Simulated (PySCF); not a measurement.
# Electron correlation in Ne(2+) (neon, charge +2)

[He] 2s1 2p5, high-spin 3P determinant (an excited configuration). Calculation: PySCF 2.14, in x2c-TZVPPall (5s3p2d1f, 31 functions); the spin-free X2C one-electron Hamiltonian (Gaussian nucleus). Frozen: nothing; 8 electrons correlated.

```json
{"level": "CCSD", "correlation energy (mhartree)": "-217.85"}
{"level": "(T)", "correlation energy (mhartree)": "-2.89"}
{"level": "CCSD(T)", "correlation energy (mhartree)": "-220.74"}
```

Diagnostics: T1 = 0.0029, D1 = 0.0085, largest double amplitude 0.047.

Q: Is a single reference adequate?

A: Yes: T1 lies below 0.03 and no double amplitude reaches 0.07.

This basis was not built for core-valence correlation, so the inner-shell part is incomplete.
